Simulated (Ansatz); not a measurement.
Compare A (`N[SiH2][O][GeH3]`) with its isomer B (`O[SiH2][NH][GeH3]`).

Computed with Ansatz on PBE0-D4/def2-TZVP structures; ΔE is electronic, products minus reactants. CCSD(T)/CBS is the MP2 limit (def2-TZVPP, def2-QZVPP) plus CCSD(T) − MP2 in def2-TZVPP, frozen cores. DFT in def2-TZVPP. B3LYP here is the variant with VWN-RPA as its local correlation; programs differ in this. For Ge outer-core shells are correlated without core-valence functions, which leaves a few kJ/mol of doubt a bond. Scalar relativity is left out up to krypton. Each species was taken in one conformer, which may not be the lowest.

A:

Z-matrix (Å, degrees):
```
Si
O 1 1.638
N 1 1.704 2 113.9
H 1 1.487 2 108.7 3 119.5
H 1 1.487 2 108.7 3 -119.5
Ge 2 1.772 1 135.0 3 -179.6
H 3 1.007 1 120.7 2 73.5
H 3 1.007 1 120.7 2 -73.6
H 6 1.538 2 108.8 1 -60.5
H 6 1.533 2 105.7 1 179.8
H 6 1.538 2 108.8 1 60.1
```

B:

```xyz
11

O     1.037   -1.192   -1.647
Si   -0.136   -1.311   -0.495
N    -0.046   -0.139    0.748
Ge   -0.341    1.672    0.588
H     1.947   -1.281   -1.362
H    -0.073   -2.633    0.186
H    -1.378   -1.141   -1.280
H     0.274   -0.448    1.653
H    -1.028    1.875   -0.768
H    -1.241    2.143    1.743
H     0.986    2.455    0.635
```

**Question.** Which is lower in electronic energy at CCSD(T)/CBS, and by how much? (Estimate.)

**Answer.** The calculation gave: A, by 5.7 kcal/mol.

**Question.** Give E(B) − E(A) in kcal/mol with HF/def2-TZVPP, ωB97M-V, PBE0-D4, B3LYP-D4, B2PLYP, PBE-D4, r2SCAN-D4. (An estimate is asked.)

**Answer.** Computed: HF/def2-TZVPP 8.7, ωB97M-V 6.2, PBE0-D4 5.6, B3LYP-D4 6.6, B2PLYP 6.9, PBE-D4 5.4, r2SCAN-D4 6.5. None reverses the order clearly.

Largest T1 diagnostic: 0.012.

In def2-TZVPP, CCSD(T) changes the Hartree–Fock value by −2.8 kcal/mol (the triples alone add −0.3 kcal/mol) and MP2 by −3.0 kcal/mol.
